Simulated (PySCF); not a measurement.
# Magnetic susceptibility: `C#CC(=O)N(C)C=C`, C6H7NO

Cartesian coordinates in Å; atom numbers follow the order of the lines, from 1:
```xyz
15

C     3.114    0.318   -0.910
C     2.112   -0.200   -0.499
C     1.029   -1.015    0.001
O     1.198   -2.189    0.267
N    -0.177   -0.382    0.145
C    -1.294   -1.159    0.631
C    -0.355    0.960   -0.149
C    -1.492    1.632   -0.029
H     3.965    0.816   -1.274
H    -2.097   -1.171   -0.107
H    -0.944   -2.175    0.803
H    -1.669   -0.740    1.567
H     0.544    1.448   -0.499
H    -1.528    2.675   -0.282
H    -2.410    1.190    0.313
```

Level of theory: PySCF 2.14.0, GIAO B97-D/6-31G* magnetisability, rotational g tensor and spin-rotation constants, non-relativistic, gas phase. Geometry: GFN2-xTB.

Problem. What are the magnetisability and the molar susceptibility?

Solution. Isotropic -1069 × 10⁻³⁰ J/T², or -64.4 × 10⁻⁶ cm³/mol; principal values -1273, -1021, -913 × 10⁻³⁰ J/T², anisotropy 321 × 10⁻³⁰ J/T² (root of half the summed squared differences of the principal values). The susceptibility is in cgs units.

Problem. Split it along the inertial axes a, b, c into diamagnetic and paramagnetic parts about the centre of mass, with the quadrupole moment.

Solution. 
```tsv
axis	χ (10⁻⁶ cm³/mol)	diamagnetic (10⁻⁶ cm³/mol)	paramagnetic (10⁻⁶ cm³/mol)	summed x² of all electrons (Å²)	quadrupole Θ (D Å)
a	-58.9	-475.2	416.2	171.6	+4.25
b	-57.5	-776.9	719.4	100.5	+0.13
c	-76.7	-1154.2	1077.5	11.5	-4.38
```
Anisotropies 2χaa − χbb − χcc = +16.3 and 2χbb − χaa − χcc = +20.6 × 10⁻⁶ cm³/mol. Θ is traceless in Buckingham's convention.

Problem. And the rotational g tensor?

Solution. 
```tsv
axis	rotational constant (GHz)	g	nuclear part	electronic part
a	3.1405	-0.0336	0.5804	-0.6141
b	1.7439	-0.0179	0.5715	-0.5894
c	1.1293	0.0000	0.5717	-0.5716
```
Asymmetric top; isotopes 12C, 1H, 14N, 16O; no vibrational averaging.
